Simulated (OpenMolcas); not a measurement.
## Levels of Ag+ by method

```
Program             : OpenMolcas
Basis               : ANO-RCC-VDZP [6s5p3d1f]
Scalar Hamiltonian  : DKH2, point nucleus
Active space        : 10 electrons in 6 orbitals (4d 5s)
State averaging     : 2S+1 = 3 even, 5 roots; 2S+1 = 1 even, 6 roots
Spin-orbit coupling : state interaction with AMFI integrals over the reference wave functions, term energies averaged over their components
```

Methods on the same reference wave functions:
A. CASSCF
B. SS-CASPT2, IPEA 0.25 Eh, imaginary shift 0.1 Eh (closed shells correlated: 4s 4p)

Energies in eV above 4d10 1S0, the measured ground level; measured values from NIST Handbook of Basic Atomic Spectroscopic Data.

```tsv
Level	A	B	Measured
4d10 1S0	0.0000	0.0000	0.0000
4d9 5s 3D3	3.8227	4.999	4.8562
4d9 5s 3D2	4.0436	5.188	5.0518
4d9 5s 3D1	4.3795	5.556	5.4234
4d9 5s 1D2	4.8028	5.836	5.7094
```

Deviations, from unrounded energies. A percentage is the sum of absolute deviations over the sum of measured energies, with the sign that they share, or ± where signs differ.

| Against measurement | Levels | A | B |
| --- | --- | --- | --- |
| mean absolute deviation (cm-1) | 4 | 8000 | 1100 |
| other configurations (%) | 4 | -19.0 | +2.6 |

B lies closest to measurement on these levels. The largest miss of B in the table is 4d9 5s 3D3, by +1200 cm-1. The ranking rests on the paired levels alone, and a cruder setting can come out closer through cancelling errors.

The lowest spin-free term lies below A's lowest term by 0.415 hartree in B.

A single d shell beside an s shell can misplace configurations of different d count against each other. Without dynamic correlation excited terms often stand tens of per cent too high (terms of higher spin than the ground term too low), and those without a measured partner can miss by more than the paired ones (holds for A). Measured partners are found by configuration, term and J. A level has none where our copy of the source lacks it or the pairing is in doubt (some pairs that miss far off the trend of their configuration count as doubtful), and it then counts in no deviation. Levels of configurations outside the active space are missing.
